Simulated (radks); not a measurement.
Valence configurations of In I (all share [Kr]). Calculated with a radial shooting solver on a logarithmic mesh with Libxc functionals: Dirac Kohn-Sham, PBE, spin-unpolarised, spherical densities, finite nucleus; open shells fill j = l - 1/2 first; Fermi nuclear charge, rms radius 4.6156 fm. Energies are relative to 4d10 5s2 5p1; eigenvalues in eV.

valence           E (eV)  e(4d3/2)  e(4d5/2)  e(5p1/2)  e(5p3/2)  e(5s1/2)
4d10 5s2 5p1       0.000   -18.968   -18.109    -2.641         -    -8.094
4d10 5s1 5p2       5.578   -20.452   -19.588    -3.303         -    -8.998
4d9 5s2 5p2       17.572   -24.392   -23.481    -3.806         -   -10.053
4d10 5p3          11.745   -22.004   -21.135    -3.990    -3.620         -
4d8 5s2 5p3       39.873   -29.963   -29.000    -5.001    -4.479   -11.980
4d9.5 5s2 5p1.5    8.261   -21.696   -20.811    -3.238         -    -9.102
4d9 5s1 5p3       24.356   -25.898   -24.982    -4.482    -4.037   -10.945
4d10 5s1.5 5p1.5   2.759   -19.731   -18.870    -2.984         -    -8.564
4d6 5s2 5p5       97.839   -41.032   -39.963    -7.249    -6.503   -15.508
4d9.5 5s1.5 5p2   11.220   -22.398   -21.511    -3.551         -    -9.524

NIST lists [Kr] 4d10 5s2 5p1 as the ground configuration; this level of theory agrees among the configurations tried. The energies are those of spherical spin-averaged densities, not of single terms.
